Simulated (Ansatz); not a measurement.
Consider the formal exchange of groups at the Si–O bond: `O[Si](O)(O)O` + `CC(=N)O[SiH2]O` → `O[SiH2]O[Si](O)(O)O` + `CC(=N)O`.

Computed with Ansatz on PBE0-D4/def2-TZVP structures; ΔE is electronic, products minus reactants. CCSD(T)/CBS adds triple-zeta CCSD(T) − MP2 to the extrapolated MP2 energy (def2 sets, frozen cores). This one scheme is used for every species. DFT in def2-TZVPP. B3LYP here is the variant with VWN-RPA as its local correlation; programs differ in this. One conformer a species, not always the lowest.

| level | ΔE (kJ/mol) |
| --- | --- |
| B3LYP-D4 | -21.7 |
| ωB97X-V | -19.7 |
| ωB97M-V | -19.0 |
| PBE | -17.6 |
| r2SCAN | -20.0 |
| HF/def2-QZVPP | -26.6 |
| MP2/CBS(def2) | -17.9 |
| CCSD/CBS(def2) | -20.7 |

Task: What does CCSD(T)/CBS give? (An estimate is asked.)

Result: Ansatz gave: -19.1 kJ/mol. The listed levels differ from it by -2.6, -0.6, 0.1, 1.5, -0.9, -7.5, 1.2, -1.6 kJ/mol.

Largest T1 diagnostic among the species: 0.013.

In def2-TZVPP, CCSD(T) changes the Hartree–Fock value by +7.6 kJ/mol (the triples alone add +1.6 kJ/mol) and MP2 by +8.8 kJ/mol.
